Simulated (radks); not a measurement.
The numbers below are computed, except where a source is named.
Problem. The mean radii <r> (bohr) of the occupied orbitals of an atom or ion are listed with their occupations. Code: a radial shooting solver on a logarithmic mesh with Libxc functionals. Model: non-relativistic Kohn-Sham, PBEsol, spin-polarised, spherical densities, point nucleus.

| orbital | occ. | <r> |
|---|---|---|
| 1s up | 1 | 0.1771 |
| 1s down | 1 | 0.1764 |
| 2s up | 1 | 0.9119 |
| 2s down | 1 | 0.9398 |
| 2p up | 3 | 0.8813 |

Name the element and its charge. Open shells, if any, are filled with parallel spins first.

Solution. Z = 9, fluorine, charge +2: F2+ in [He] 2s2 2p3. The 1s radius gives Z: for a bare nucleus <r> = 1.5/Z, 0.1667 bohr for Z = 9, and screening makes it slightly larger (0.1771 here). The occupations add up to 7, and the charge is Z minus that.
